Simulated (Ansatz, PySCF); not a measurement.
Molecule: hydrogen selenide, H₂Se (charge 0, singlet). 
Geometry from a B3LYP-D3(BJ)/def2-TZVP (Ansatz, a first-principles code) optimisation:
SMILES: [SeH2]
```xyz
3

Se    -0.0012     0.0571     0.0009
H     -1.0300    -0.9935    -0.0128
H      1.0722    -0.9476    -0.0191
```

Dipole moments at this geometry, in debye (magnitudes).

| level | program | dipole (D) |
|---|---|---|
| HF/def2-TZVPD | PySCF | 0.79 |
| SVWN5/def2-TZVPD | PySCF | 0.74 |
| BLYP/def2-TZVPD | Ansatz | 0.60 |
| revPBE/def2-TZVPD | Ansatz | 0.66 |
| TPSS/def2-TZVPD | PySCF | 0.67 |
| B97M-V/def2-TZVPD | Ansatz | 0.67 |
| PBE0/def2-TZVPD | Ansatz | 0.72 |
| BHLYP/def2-TZVPD | Ansatz | 0.72 |
| r2SCANh/def2-TZVPD | Ansatz | 0.75 |
| M06-2X/def2-TZVPD | PySCF | 0.75 |
| LC-wPBE/def2-TZVPD | Ansatz | … |
| wB97X-V/def2-TZVPD | Ansatz | 0.75 |
| CCSD(T)/aug-cc-pVDZ | Ansatz | … |

Problem. Fill in the missing entries.

Solution. 
- LC-wPBE/def2-TZVPD, dipole (D): 0.79
- CCSD(T)/aug-cc-pVDZ, dipole (D): 0.68
